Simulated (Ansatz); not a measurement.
Basis-set extrapolation for C$_{2}$H$_{6}$BNS (`CC1NB1S`) (PBE0-D4/def2-TZVP geometry, frozen core, the Gaussian-basis code of Ansatz). Multiplicity 1, RHF reference.

```tsv
	def2-TZVPP	def2-QZVPP
HF	-555.971518	-555.989952
MP2 correlation	-0.820783	-0.878383
CCSD(T) correlation	-0.903587	not run
```

Energies in hartree. Use E(X) = E(∞) + A·exp(−7.88·√X) for Hartree–Fock and E(X) = E(∞) + B·X^(−2.97) for correlation, with X = 3 and 4, and add CCSD(T) minus MP2 of the smaller set to the MP2 limit.

**Question.** What is the CCSD(T) energy at the basis-set limit?

**Answer.** HF limit: -555.989952 + (-0.018434) × 0.13774 = -555.99249. MP2 limit: -0.878383 + (-0.057600) × 0.74074 = -0.92105. Higher-order term: -0.903587 − (-0.820783) = -0.08280. Total: -556.99634 hartree, 318.3 kJ/mol below CCSD(T)/def2-TZVPP.
